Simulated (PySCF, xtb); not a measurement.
C2F5, SMILES F[C](F)C(F)(F)F, multiplicity 2.

Harmonic wavenumbers (cm⁻¹) from GFN2-xTB in xtb 6.7.1 at its own minimum, in rising order: 33, 167, 178, 334, 382, 432, 525, 527, 585, 761, 983, 1085, 1108, 1239, 1293.

**Question.** What does PySCF with PBE-D3(BJ)/def2-SVP give at its own minimum? (Estimate from the structure and the level; the computed values follow.)

**Answer.** 55, 200, 208, 357, 407, 497, 570, 594, 673, 801, 1095, 1164, 1212, 1282, 1383. Paired by order, the mean absolute difference is 58 cm⁻¹ and the zero-point energies are 13.8 and 15.0 kcal/mol.
